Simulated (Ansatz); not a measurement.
Computed with Ansatz on PBE0-D4/def2-TZVP structures; ΔE is electronic, products minus reactants. CCSD(T)/CBS is the MP2 limit (def2-TZVPP, def2-QZVPP) plus CCSD(T) − MP2 in def2-TZVPP, frozen cores. Elements past krypton have def2 core potentials. For Ge, I outer-core shells are correlated without core-valence functions, which leaves a few kJ/mol of doubt a bond. Scalar relativity is left out up to krypton. One conformer a species, not always the lowest.

Consider the ligand exchange at a Ge–I bond: `[GeH3][I]` + `[SiH3][SiH2]S` → `[SiH3][SiH2][S][GeH3]` + HI.

```
                species  CCSD(T)/CBS(def2) energy (Eh)
            `[GeH3][I]`                    -2375.37957
        `[SiH3][SiH2]S`                     -979.55409
`[SiH3][SiH2][S][GeH3]`                    -3056.88628
                     HI                     -298.03592
```

**Question.** Work out ΔE.

**Answer.** ΔE = (-3056.88628) + (-298.03592) − (-2375.37957) − (-979.55409) = 0.01146 Eh = +7.2 kcal/mol.

Largest T1 diagnostic among the species: 0.012.

The D4 term adds −2.1 kcal/mol with B3LYP and −1.2 kcal/mol with PBE0; it sums over pairs of atoms, weighted by their polarisabilities, and B3LYP, whose exchange is more repulsive, gets the larger term. In def2-TZVPP, CCSD(T) changes the Hartree–Fock value by −4.7 kcal/mol (the triples alone add −0.7 kcal/mol) and MP2 by −4.1 kcal/mol.

B3LYP here is the variant with VWN-RPA as its local correlation; programs differ in this.
